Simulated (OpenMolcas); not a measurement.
Zr2+: the spin-orbit constant, Racah parameters, worked from levels

```yaml
Program: OpenMolcas 26.06
Basis: ANO-RCC-VQZP [8s7p5d3f2g1h]
Scalar_Hamiltonian: DKH2, point nucleus
Active_space: 2 electrons in 10 orbitals (4d 5d)
State_averaging: 2S+1 = 3 even, 10 roots; 2S+1 = 1 even, 15 roots
Spin-orbit_coupling: RASSI with atomic mean-field integrals over the reference wave functions, term energies averaged over their components
```

Methods: CASSCF; SS-CASPT2, IPEA 0.25 Eh, imaginary shift 0.1 Eh (closed shells correlated: 4s 4p). Measured levels: Moore, Atomic Energy Levels, vol. II, NSRDS-NBS 35 (1971 reprint of NBS Circular 467, 1952); NIST levels as listed in Rynkun, Gaigalas and Jonsson, Astron. Astrophys. 637, A10 (2020).

**The spin-orbit constant.** For the Hund term 3F of d2, E(J) = (A/2) J(J+1) + constant and ζ = 2S·A = 2A. From J = 2 to J = 4 the energy changes by 7 A.

```tsv
Source	E(4) - E(2)	A	ζ
CASSCF	1510.9	215.8	432
SS-CASPT2	1534.0	219.1	438
measured	1486.4	212.3	425
```

All in cm-1. SS-CASPT2 is off by +3.2 % and CASSCF by +1.6 %. Both methods take the spin-orbit matrix elements from the reference wave functions, so the second can move ζ only through the term energies and any multistate remixing. Second-order mixing with other terms is absorbed into this ζ.

**Racah parameters.** Above 3F, d2 has 3P at 15B, 1G at 12B + 2C and 1D at 5B + 2C. The first two fix B and C, and the third tests them; where it misses by thousands of cm-1, two parameters do not describe the configuration (Trees and configuration-interaction terms are left out) and B and C hang on the terms chosen. Term energies are centres of gravity, weighted by 2J + 1.

```csv
Source,3P,1G,B,C,C/B,"1D from B, C",1D found
CASSCF,9719,12603,648,2414,3.73,8068,8053
SS-CASPT2,8195,10399,546,1922,3.52,6574,4890
measured,7717,10185,514,2006,3.90,6582,4878
```

Energies in cm-1. From CASSCF to SS-CASPT2, B changes by -15.7 % and C by -20.4 %. Against the measured terms, SS-CASPT2 has B off by +6.2 % and C by -4.2 %.

CASPT2 breaks the degeneracy within a term, and the mean is taken; among the terms shown or strongly mixed into the levels shown the widest spread is 410 cm-1 (4d2 1G, SS-CASPT2). Active for correlation alone: 5d; no level in the range computed is led by a configuration that fills it, so any true level of that kind is missing. Without dynamic correlation excited terms often stand tens of per cent too high (terms of higher spin than the ground term too low), and those without a measured partner can miss by more than the paired ones (holds for CASSCF). Some levels mix across a computed gap that differs much from the measured one, so their mixing is not that of the real levels (holds for CASSCF). Computed and measured levels are paired by configuration, term and J; levels that our copy of the source lacks, or whose pairing is in doubt (as where it misses far off the trend of its configuration), stay unpaired and out of the deviations. Only configurations of the active space appear.
